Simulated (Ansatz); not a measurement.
**1,2-elimination**

Start structure (GeH$_{3}$SF, closed shell), relaxed at PBE0-D4/def2-TZVP:

Ge1  (-0.227, 0.077, 0.480)
F2  (1.255, -0.052, 1.385)
S3  (0.234, 0.655, -1.592)
H4  (0.630, -0.578, -1.947)
H5  (-1.029, 1.213, 1.117)
H6  (-0.863, -1.315, 0.558)
(Å)

The step: GeH₃SF ([F][GeH2][SH]) → GeH₂S ([S][GeH2]) + HF; bonds formed: F2–H4; bonds broken: Ge1–F2, S3–H4. Ansatz 0.2.0; basis: def2-TZVPP and def2-QZVPP; cores frozen in the correlated methods. Filled d shells of the heavier atoms are correlated. The def2 sets are not built for correlating such inner shells, so the correlated values are less sure here. Extrapolation: Hartree–Fock as exp(−7.88 √X), correlation as X^−2.97. Energies below are by CCSD(T) at an estimated basis limit (MP2 extrapolated from triple and quadruple zeta, plus CCSD(T) − MP2 in triple zeta).

Question: What are the electronic barrier and the energy of the step, from the start structure to the end structure? (An estimate is asked for; the value comes from the calculation.)

Answer: The calculation gives: Barrier 39.27 kcal/mol; step energy 36.14 kcal/mol (uphill); reverse barrier, their difference, 3.14 kcal/mol. Barrier and step energy count from the start structure, the reverse barrier from the end structure.

The saddle point: One imaginary mode of 438i cm⁻¹.
```
  pair  start (Å)  saddle (Å)  end (Å)
 F2–H4       3.43        1.07     0.95
Ge1–F2       1.74        2.04     2.35
 S3–H4       1.34        1.85     2.33
```

Zero-point energy (harmonic, PBE0-D4): ZPE is 17.38 kcal/mol at the start and 16.01 kcal/mol at the saddle, so the barrier goes from 39.27 to 37.91 kcal/mol.

First-order rate constant out of the start structure at 298 K by transition-state theory, with harmonic vibrational free energies alone and no tunnelling: ΔA‡ = 38.37 kcal/mol, so k = (kB T/h) exp(−ΔA‡/kB T) ≈ 10^-15 s⁻¹ (an order of magnitude at best: rotation, the number of equivalent paths and anharmonicity are left out).

T1 diagnostic: at most 0.016.

Labels in which every atom is bracketed show which atoms are joined, not bond orders.

For scale, one of the runs: CCSD(T)/def2-TZVPP, 163 basis functions, launched by `ansatz run in.yaml --threads 2 --pin off --events-out ev --progress --plain --max-ram 4352MiB`. Time: 43 s of wall clock on 2 CPU threads of an Arm Neoverse V2; the host was shared. Peak host memory: 1.2 GiB.
